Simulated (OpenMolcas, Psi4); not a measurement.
The same job for Psi4

OpenMolcas 26.06 runs this on InF (SMILES [F][In]):

test.inp:
```
* FIn Kohn-Sham DFT

&GATEWAY
 BasLib=$CurrDir
 Coord
 2
 angstrom
 F        0.000000       0.000000       0.015910
 In       0.000000       0.000000       2.009580
 Basis=def2-TZVPP
 Group=NoSym

&SEWARD
 GridInput
 Grid=UltraFine
 End of Grid

&SCF
 KSDFT=B3LYP
 Thresholds=1e-10 1e-07 1e-07 1e-05
 PrOrbitals=1 2

&ALASKA
```

```bash
$ export MOLCAS_MEM=1860
$ pymolcas test.inp > test.log
```

(Basis files named in the input come from the Basis Set Exchange and aren't shown.)

The shape is that of a PBE0-D4/def2-TZVP optimisation.

It gives a total energy of -290.159306 Eh.

Task: How is this level of theory, on these atoms, set up in Psi4 1.11 as a QCSchema file, asking for the energy?

Result: One way, which was run:

fin.json:
```json
{
  "schema_name": "qcschema_input",
  "schema_version": 1,
  "molecule": {
    "schema_name": "qcschema_molecule",
    "schema_version": 2,
    "symbols": ["F", "In"],
    "geometry": [0.0, 0.0, 0.03006554, 0.0, 0.0, 3.79755583],
    "molecular_charge": 0,
    "molecular_multiplicity": 1,
    "fix_symmetry": "c1"
  },
  "driver": "energy",
  "model": {
    "method": "b3lyp",
    "basis": "def2-TZVPP"
  },
  "keywords": {
    "reference": "rks",
    "puream": true,
    "e_convergence": 1e-09,
    "d_convergence": 1e-08,
    "scf_type": "pk",
    "dft_radial_points": 99,
    "dft_spherical_points": 590,
    "scf_properties": ["DIPOLE", "WIBERG_LOWDIN_INDICES", "MULLIKEN_CHARGES"]
  }
}
```

```bash
$ psi4 --qcschema fin.json -n 1 --memory 2200MB
```

Its energy is -290.159308 Eh, 0.002 mEh from the first.
